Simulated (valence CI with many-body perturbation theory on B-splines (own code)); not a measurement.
**La XXVII in brief**

Computed by relativistic CI+MBPT: three valence electrons over a frozen Dirac-Fock core [Ar] 3d10, radial functions for each j: 11 s, 11 p, 9 d, 7 f, 5 g, 2 h, 1 i, with the one-electron correlation potential Σ1, the two-electron term Σ2, the three-electron term Σ3, Breit, model QED; selected CI, second order for the rest (own B-spline code, finite nucleus).

The last digits are not significant, and no measured levels were compared; by estimate large intervals hold to a few tenths of a per cent, small ones and those within an open d or f shell to about a per cent.

Levels are named by their leading jj configuration (3d3/2^4 stands for four electrons in 3d with j = 3/2), which in mixed levels can hold well under half, so a name can repeat and another be missing.

Rates and lifetimes use the calculated energies. Strong lines usually hold to 10 to 20 %, long lifetimes can be off by a factor of two.

**Question.** What is the ground level?

**Answer.** (4s^2 4p1/2) J=1/2, composition 99 % 4s²4p ²P°, g = 0.663.

**Question.** How well does LS coupling describe the low levels?

**Answer.** Among the lowest 20 levels the leading LS term, summed over configurations, holds 78 % on average. For single configurations the figures are 75 % in LS and 89 % in jj coupling. Terms mix most in the J = 3/2 level at 1164400 cm⁻¹, where the leading one holds 41 %.

**Question.** Among levels below 2375700 cm⁻¹, which E1 lines absorb most strongly from the ground level?

**Answer.** to (4s^2 4d3/2) J=3/2 at 9.822 nm, f = 0.707; to (4s 4p1/2 4p3/2) J=1/2 at 13.90 nm, f = 0.411; to (4s 4p1/2 4p3/2) J=3/2 at 14.49 nm, f = 0.329.

**Question.** What are the static dipole polarisabilities of the lowest levels?

**Answer.** (4s^2 4p1/2) J=1/2 0.138; (4s^2 4p3/2) J=3/2 0.148 (tensor 0.013) bohr³, of which the core gives 0.00853.

**Question.** What is the ionisation energy?

**Answer.** 906.69 eV; NIST lists 906 ± 4 eV (theoretical).

**Question.** Where does the other parity begin?

**Answer.** At (4s 4p1/2^2) J=1/2, 452480 cm⁻¹.

**Question.** Name the longest-lived excited levels whose lifetime is computed, and their main decay.

**Answer.** (4s 4p3/2 4d5/2) J=9/2 at 1579900 cm⁻¹ lives 23.1 μs, mostly by M1 to (4s 4p1/2 4d5/2) J=7/2; (4s^2 4p3/2) J=3/2 at 190090 cm⁻¹ lives 16.0 μs, mostly by M1 to (4s^2 4p1/2) J=1/2.
